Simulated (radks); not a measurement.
Values are calculated unless marked as measured or tabulated.
Problem. Gd III, configuration [Xe] 4f7.25 5d0.75 (fractional occupations, a model configuration). Level of theory: scalar-relativistic Kohn-Sham, PBE, spin-polarised, spherical densities, point nucleus; open shells are filled with parallel spins first (spin-orbit coupling, left out, can overturn this in heavy ions) (a radial shooting solver on a logarithmic mesh with Libxc functionals). Some entries of the table are withheld. Estimate them.

| orbital | occ. | eigenvalue (hartree) | r(max) (bohr) |
|---|---|---|---|
| 1s down | 1 | -1841.735 | 0.01392 |
| 1s up | 1 | -1841.735 | 0.01392 |
| 2s up | 1 | -304.4280 | 0.07900 |
| 2s down | 1 | -304.4255 | 0.07900 |
| 2p up | 3 | -270.9345 | 0.06395 |
| 2p down | 3 | -270.9326 | 0.06395 |
| 3s up | 1 | -67.83287 | 0.2243 |
| 3s down | 1 | -67.74151 | 0.2242 |
| 3p up | 3 | -57.45844 | 0.2201 |
| 3p down | 3 | -57.36744 | 0.2200 |
| 3d up | 5 | -43.76182 | 0.1801 |
| 3d down | 5 | -43.69176 | 0.1800 |
| 4s up | 1 | -14.07773 | 0.5157 |
| 4s down | 1 | -13.86304 | 0.5156 |
| 4p up | 3 | -10.66043 | 0.5383 |
| 4p down | 3 | -10.44717 | 0.5381 |
| 4d up | 5 | -5.93519 | 0.5593 |
| 4d down | 5 | -5.72374 | 0.5590 |
| 5s up | 1 | -2.34322 | 1.195 |
| 5s down | 1 | -2.22253 | 1.208 |
| 5p up | 3 | -1.51296 | 1.353 |
| 5p down | 3 | -1.41796 | 1.374 |
| 4f up | 7 | -0.83189 | 0.5684 |
| 4f down | 0.25 | -0.64243 | 0.5710 |
| 5d up | 0.75 | -0.56288 | 1.880 |
| 6s up | 0 | -0.55736 | 3.057 |
| 6s down | 0 | -0.51876 | 3.104 |
| 5d down | 0 | -0.51021 | 1.941 |
| 6p up | 0 | (1) | 3.760 |

Solution. 
(1) 6p up eigenvalue (hartree): -0.39887
